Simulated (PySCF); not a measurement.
CH7BO2SSi.
SMILES: `CS[SiH2]B(O)O`

Jobs on this species (13 atoms, 64 electrons) with PySCF (density fitting). Hardware of each: one thread, Arm Neoverse V1 (aarch64), on a shared host. The host was shared with other jobs, so the times are rough. Peak memory is the resident size of the whole Python process, interpreter and libraries included.

```
                                                                 level and settings                                                          work  basis functions  SCF cycles  wall time  peak memory
delta-SCF UKS SCAN, def2-TZVP on the ionised atom, pcseg-1 elsewhere, spin-free X2C                                 ΔSCF core ionisation, 7 holes              146           ?          ?            ?
    delta-SCF UKS SCAN, pcX-1 on the ionised atom, pcseg-1 elsewhere, spin-free X2C                                 ΔSCF core ionisation, 7 holes              149           ?          ?            ?
                                                 PBE0-D3(BJ)/def2-SVP, grid level 1  geometry optimisation from a GFN2-xTB start shaken at random              127          75       68 s     0.52 GiB
    delta-SCF UKS SCAN, pcX-2 on the ionised atom, pcseg-1 elsewhere, spin-free X2C                                 ΔSCF core ionisation, 7 holes              169         111       45 s     0.60 GiB
 delta-SCF UKS SCAN, pcX-2 on the ionised atom, pcseg-1 elsewhere, non-relativistic                                 ΔSCF core ionisation, 7 holes              169         109       42 s     0.71 GiB
     delta-SCF UKS PBE, pcX-2 on the ionised atom, pcseg-1 elsewhere, spin-free X2C                                 ΔSCF core ionisation, 7 holes              169         110       28 s     0.63 GiB
      delta-SCF UKS HF, pcX-2 on the ionised atom, pcseg-1 elsewhere, spin-free X2C                                 ΔSCF core ionisation, 7 holes              169          94       38 s     0.68 GiB
   delta-SCF UKS B3LYP, pcX-2 on the ionised atom, pcseg-1 elsewhere, spin-free X2C                                 ΔSCF core ionisation, 7 holes              169          97       60 s     0.67 GiB
    delta-SCF UKS PBE0, pcX-2 on the ionised atom, pcseg-1 elsewhere, spin-free X2C                                 ΔSCF core ionisation, 7 holes              169          95       57 s     0.72 GiB
```

Problem. Fill in the missing figures.

Solution. 
- delta-SCF UKS SCAN, def2-TZVP on the ionised atom, pcseg-1 elsewhere, spin-free X2C; ΔSCF core ionisation, 7 holes: 42 s, 0.51 GiB, 110 SCF cycles
- delta-SCF UKS SCAN, pcX-1 on the ionised atom, pcseg-1 elsewhere, spin-free X2C; ΔSCF core ionisation, 7 holes: 38 s, 0.56 GiB, 111 SCF cycles

Problem. What do all jobs in the table cost together?

Solution. About 7.0 min; the longest takes about 16 % of that, and about 2.4 times as long as the shortest.
